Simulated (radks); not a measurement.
Task: The mean radii <r> (bohr) of the occupied orbitals of an atom or ion are listed with their occupations. Calculated with a radial shooting solver on a logarithmic mesh with Libxc functionals: scalar-relativistic Kohn-Sham, Slater X-alpha with alpha = 0.561, spin-polarised, spherical densities, finite nucleus; Fermi nuclear charge, rms radius of each element as measured or else 0.836 A^(1/3) + 0.57 fm.

| orbital | occ. | <r> |
|---|---|---|
| 1s down | 1 | 0.03617 |
| 1s up | 1 | 0.03617 |
| 2s up | 1 | 0.1586 |
| 2s down | 1 | 0.1585 |
| 2p up | 3 | 0.1381 |
| 2p down | 3 | 0.1381 |
| 3s up | 1 | 0.4459 |
| 3s down | 1 | 0.4459 |
| 3p up | 3 | 0.4488 |
| 3p down | 3 | 0.4487 |
| 3d up | 5 | 0.4367 |
| 3d down | 5 | 0.4365 |
| 4s up | 1 | 1.170 |
| 4s down | 1 | 1.161 |
| 4p up | 3 | 1.322 |
| 4p down | 3 | 1.307 |
| 4d up | 4 | 2.176 |

Name the element and its charge. Open shells, if any, are filled with parallel spins first.

Result: Z = 41, niobium, charge +1: Nb+ in [Kr] 4d4. The 1s radius gives Z: for a bare nucleus <r> = (2 gamma + 1)/(2Z) with gamma = sqrt(1 - (Z/c)^2), 0.03547 bohr for Z = 41, and screening makes it slightly larger (0.03617 here). The occupations add up to 40, and the charge is Z minus that.
